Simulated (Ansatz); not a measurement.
Consider the redistribution: `B/C=N/CN` + `[SiH3]O[SiH2]S` → `BO[SiH2]S` + `NC/N=C/[SiH3]`.

Calculated with Ansatz (gas phase, PBE0-D4/def2-TZVP geometries, no zero-point term in ΔE). CCSD(T)/CBS adds triple-zeta CCSD(T) − MP2 to the extrapolated MP2 energy (def2 sets, frozen cores). Double bonds are as drawn, so ΔE can hold a change between cis and trans. Functionals use def2-TZVPP. One conformer a species, not always the lowest.

(1) Is it downhill or uphill in electronic energy at CCSD(T)/CBS, and by how much? (Estimate.)

(2) What do these levels give: PBE-D4, r2SCAN-D4, PBE0-D4, PBE0, MP2/def2-TZVPP, SCS-MP2/def2-QZVPP? (Best estimate.)

Largest T1 diagnostic among the species: 0.013.

Answers

(1) The calculation gave: Downhill: ΔE = -0.12 eV.

(2) Ansatz gave: PBE-D4 -0.19, r2SCAN-D4 -0.11, PBE0-D4 -0.14, PBE0 -0.16, MP2/def2-TZVPP -0.11, SCS-MP2/def2-QZVPP -0.10 eV.

In def2-TZVPP, CCSD(T) changes the Hartree–Fock value by −0.10 eV (the triples alone add −0.02 eV) and MP2 by −0.07 eV. From PBE to PBE0 (25 % exact exchange), in def2-TZVPP and without D4, ΔE moves by +0.05 eV.
